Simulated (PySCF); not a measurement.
O2Si, SMILES [Si]([O])=O (connectivity only; charge and spin as stated), charge -1, multiplicity 2.

Coordinates come from a B3LYP-D3(BJ)/def2-TZVPD optimisation. The isomer is the one that the SMILES or the coordinates give; other isomers of the formula were not compared.

The numbers are results of ωB97X/def2-TZVPD run with PySCF, not measurements.

Isolated molecule, no solvent.

```json
{
 "total_energy": "-440.05097 hartree",
 "point_group": "C2v",
 "α spin, highest occupied and lowest empty level": "-2.92 and 5.65 eV",
 "β spin, highest occupied and lowest empty level": "-4.90 and 3.88 eV",
 "dipole_moment_about_the_centre_of_nuclear_charge": "1.00 D",
 "mean_static_polarisability": "50.0 bohr³ (7.41 Å³)",
 "polarisability_principal_values": "45.7, 50.0, 54.3 bohr³",
 "⟨S²⟩": "0.756 (pure state 0.75)"
}
```
